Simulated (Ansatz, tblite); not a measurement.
Cost and result up the ladder for the cluster CaTe2 (3 atoms). Charge 0, multiplicity 1. Geometry: r2SCAN-D4/def2-TZVP.

```tsv
atom	x (Å)	y (Å)	z (Å)
Ca1	-0.7901	-1.3040	0.5544
Te2	0.4546	1.1756	1.0395
Te3	0.3355	0.1284	-1.5938
```

Ansatz on 4 threads of Intel Xeon on a shared host; xTB runs through tblite on one thread. Times are rough, summed over both states, and most runs start from the orbitals of an earlier one. CCSD(T)/def2-TZVPP serves as the yardstick here, not as an exact answer. The other state is a doublet.

In the def2 sets Te takes a core potential; there is no spin–orbit coupling. The xTB rows come from tblite. Correlated methods freeze 13 core orbitals; core or outer-core shells of Ca, Te are correlated, in sets that lack core-valence functions. The structure comes from a short search, and lower isomers may exist.

Raw xTB energies of ions are shifted by several eV.

| level | functions | wall time | vertical IE (eV) | difference from CCSD(T)/def2-TZVPP (eV) |
| --- | --- | --- | --- | --- |
| GFN1-xTB | 27 | 0.01 s | 10.71 | 4.50 |
| GFN2-xTB | 27 | 0.023 s | 11.28 | 5.08 |
| PBE-D4/def2-TZVP | 136 | 3.3 s | 6.25 | 0.04 |
| PBE0-D4/def2-TZVP | 136 | 5.4 s | 6.30 | 0.10 |
| r2SCAN-D4/def2-TZVP | 136 | 6.5 s | 6.25 | 0.05 |
| CCSD(T)/def2-TZVPP | 136 | 56 s | 6.20 | 0.00 |
